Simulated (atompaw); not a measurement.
## Before and after: PAW (atompaw) potential for phosphorus (P)

P (Z = 15), PAW, made with atompaw 4.2.0.5 (PBEsol, non-relativistic). Core [Ne], reference 3s2 3p3. Waves: 3s (bound): rc 1.40 bohr; 3s channel at -0.05 Ry: rc 1.40 bohr; 3p (bound): rc 1.30 bohr; 3p channel at 3.95 Ry: rc 1.40 bohr. Local part: troulliermartins scheme with l = 2 at -0.5 Ry, radius 1.20 bohr. Core correction: smooth core density matched at 1.30 bohr. Augmentation charge: sinc compensation charge, radius 1.35 bohr; PAW radius 1.40 bohr; waves and projectors: custom polynom2 7 10 vanderbiltortho.

Change: augmentation sinc compensation charge, radius 1.35 bohr; PAW radius 1.40 bohr; waves and projectors: custom rrkj vanderbiltortho.

Cutoffs: the cutoffs (Ry, on a coarse ladder) from which the occupation-weighted sum of valence levels, in a spherical-Bessel basis at the reference potential, stays within 10 and 1 mRy of its value at 400 Ry; they do not see the model core or the augmentation charge, which bear on the density cutoff.

Task: What does the change do?

Result: The potential gets harder (21 Ry and 40 Ry → 30 Ry and 40 Ry); both files keep a bound ghost (p, s).

```tsv
quantity	base	changed
cutoff, loose	21 Ry	30 Ry
cutoff, tight	40 Ry	40 Ry
loose cutoff by channel (10 mRy a level)	s 18 Ry, p 8 Ry	s 12 Ry, p 30 Ry
bound ghosts	s, p	p, s
s: phases at 1.41 bohr within 0.05 rad from the reference energy up to (Ry; the scan ends near 5)	to the end of the scan	to the end of the scan
p: phases at 1.41 bohr within 0.05 rad from the reference energy up to (Ry; the scan ends near 5)	to the end of the scan	to the end of the scan
lowest overlap eigenvalue by channel	s 0.14, p 0.43	s 0.50, p 0.52
```

 A true bound ghost makes a file unfit for plane-wave use even where its test errors are small: the radial tests pick states by their node count and pass the ghost by. The cutoffs see the waves, projectors and local potential, not the compensation charge or the core.
